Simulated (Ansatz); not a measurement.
Computed with Ansatz.

C2H5FOSi, SMILES `FC1OC[SiH2]1` at its PBE0-D4/def2-TZVP geometry, where that method's forces vanish. The species carries charge 0 and has multiplicity 1.

| atom | x (Å) | y (Å) | z (Å) |
| --- | --- | --- | --- |
| F1 | 1.663 | -1.370 | -0.053 |
| C2 | 0.697 | -0.704 | 0.688 |
| O3 | 0.921 | 0.677 | 0.653 |
| C4 | 0.047 | 1.159 | -0.401 |
| Si5 | -0.935 | -0.458 | -0.278 |
| H6 | 0.783 | -1.072 | 1.712 |
| H7 | 0.606 | 1.327 | -1.325 |
| H8 | -0.425 | 2.092 | -0.089 |
| H9 | -2.148 | -0.368 | 0.575 |
| H10 | -1.211 | -1.284 | -1.481 |

**Question.** For each bond, give half the difference of the two atoms' forces along it (eV/Å; positive pushes the atoms apart) under PBE-D4, r2SCAN-D4, B3LYP-D4, ωB97M-V in def2-TZVPP. (Estimate.)

**Answer.** The calculation gave: 
```csv
bond,length (Å),PBE-D4,r2SCAN-D4,B3LYP-D4,ωB97M-V
F1–C2,1.388,0.54,0.35,0.38,0.24
C2–O3,1.399,0.36,0.27,0.22,0.15
C2–Si5,1.912,0.00,-0.04,0.11,-0.01
C2–H6,1.091,0.01,-0.12,-0.24,-0.17
O3–C4,1.452,0.37,0.36,0.33,0.20
C4–Si5,1.896,0.09,0.04,0.20,0.07
C4–H7,1.093,0.05,-0.07,-0.14,-0.11
C4–H8,1.091,0.06,-0.07,-0.16,-0.10
Si5–H9,1.486,0.03,-0.03,-0.12,-0.12
Si5–H10,1.485,0.02,-0.03,-0.13,-0.12
```

B3LYP here is the variant with VWN-RPA as its local correlation; programs differ in this.
